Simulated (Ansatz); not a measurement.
Born–Oppenheimer molecular dynamics of CH$_{3}$AlSe (6 atoms, charge 0, multiplicity 1). It starts at the highest image of a converged band, a first-order saddle point between two minima.

These are results of Ansatz, UKS PBE0-D4/def2-SVP, not measurements.

```
ensemble                      : NVE (velocity Verlet)
time step                     : 0.5 fs
steps asked                   : 200
starting velocities drawn for : 100 K
seed                          : 7320
```

First frame:

```xyz
6
Properties=species:S:1:pos:R:3
C 0.010 0.448 -0.906
Al 0.314 0.584 0.892
Se -0.103 -1.697 0.151
H -1.162 -0.934 -0.592
H 0.567 0.308 -1.842
H 0.376 1.290 2.296
```

Task: How far do the bonds stretch over the last three quarters of this one trajectory? (Pairs bonded in most of those frames.)

Result: 
| bond | mean (Å) | spread (Å) | shortest | longest |
| --- | --- | --- | --- | --- |
| C1–Al2 | 1.958 | 0.125 | 1.76 | 2.17 |
| C1–Se3 | 2.114 | 0.078 | 1.99 | 2.28 |
| C1–H5 | 1.104 | 0.018 | 1.06 | 1.14 |
| Al2–Se3 | 2.259 | 0.101 | 2.10 | 2.40 |
| Al2–H6 | 1.576 | 0.016 | 1.55 | 1.60 |

Mean temperature of the second half: 2817 K. The conserved energy stayed within 4.9 meV per atom of its start (net change 0.34 meV per atom), so there is no drift, though single steps change it by up to 33 meV in the whole system, a sign of fast motions only just resolved. The system heated up, since it started high on the potential surface and ran downhill. A run of 0.1 ps of so small a system gives no equilibrium averages. The orbitals stay closed-shell, which can raise the energy where a bond breaks towards radicals; this wasn't checked here.

Time of the run: 5.6 min on 2 threads of Intel(R) Xeon(R) Platinum 8488C (Sapphire Rapids), with other jobs on the host, peak memory 0.23 GiB.
